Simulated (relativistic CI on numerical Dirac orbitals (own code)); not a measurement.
d8 in a ligand field

Computed with a parametric ligand-field model of a d^n configuration (Racah B and C, spin-orbit zeta, crystal field), exact diagonalisation.

Field parameters in Wybourne normalisation: Oh B⁴₀ = 21Dq, B⁴₄ = √(5/14) B⁴₀. The field is a parameter set, without covalency.

Q: Ground term and bands for B = 340, C = 1340, ζ = 0 cm⁻¹, Oh, 10Dq = 2380 cm⁻¹?

A: Ground term 3A2 with 2.00 electrons in the two orbitals of the cubic e set. Spin-allowed: 3T2 2380 cm⁻¹, 3T1 4052 cm⁻¹ (2468 nm), 3T1 8188 cm⁻¹ (1221 nm). Lowest spin-forbidden: 1E 5141 cm⁻¹ (1945 nm), 1T2 7341 cm⁻¹ (1362 nm), 1A1 8192 cm⁻¹ (1221 nm). With an A2 ground term the first spin-allowed band lies at |10Dq| itself.

Q: Ground term and bands for B = 340, C = 1340, ζ = 0 cm⁻¹, Oh, 10Dq = 6460 cm⁻¹?

A: Ground term 3A2 with 2.00 electrons in the two orbitals of the cubic e set. Spin-allowed: 3T2 6460 cm⁻¹ (1548 nm), 3T1 9585 cm⁻¹ (1043 nm), 3T1 14895 cm⁻¹ (671 nm). Lowest spin-forbidden: 1E 5296 cm⁻¹ (1888 nm), 1A1 9310 cm⁻¹ (1074 nm), 1T2 11662 cm⁻¹ (858 nm). With an A2 ground term the first spin-allowed band lies at |10Dq| itself.

Q: Ground term and bands for B = 340, C = 1340, ζ = 0 cm⁻¹, Oh, 10Dq = 13260 cm⁻¹?

A: Ground term 3A2 with 2.00 electrons in the two orbitals of the cubic e set. Spin-allowed: 3T2 13260 cm⁻¹ (754 nm), 3T1 16947 cm⁻¹ (590 nm), 3T1 27933 cm⁻¹ (358 nm). Lowest spin-forbidden: 1E 5348 cm⁻¹ (1870 nm), 1A1 9967 cm⁻¹ (1003 nm), 1T2 18559 cm⁻¹ (539 nm). With an A2 ground term the first spin-allowed band lies at |10Dq| itself.

Q: Ground term and bands for B = 340, C = 1340, ζ = 0 cm⁻¹, Oh, 10Dq = 15300 cm⁻¹?

A: Ground term 3A2 with 2.00 electrons in the two orbitals of the cubic e set. Spin-allowed: 3T2 15300 cm⁻¹ (654 nm), 3T1 19049 cm⁻¹ (525 nm), 3T1 31951 cm⁻¹ (313 nm). Lowest spin-forbidden: 1E 5355 cm⁻¹ (1867 nm), 1A1 10066 cm⁻¹ (993 nm), 1T2 20612 cm⁻¹ (485 nm). With an A2 ground term the first spin-allowed band lies at |10Dq| itself.

Q: Ground term and bands for B = 340, C = 1340, ζ = 0 cm⁻¹, Oh, 10Dq = 1700 cm⁻¹?

A: Ground term 3A2 with 2.00 electrons in the two orbitals of the cubic e set. Spin-allowed: 3T2 1700 cm⁻¹, 3T1 2950 cm⁻¹, 3T1 7250 cm⁻¹ (1379 nm). Lowest spin-forbidden: 1E 5060 cm⁻¹ (1976 nm), 1T2 6562 cm⁻¹ (1524 nm), 1A1 7869 cm⁻¹ (1271 nm). With an A2 ground term the first spin-allowed band lies at |10Dq| itself.
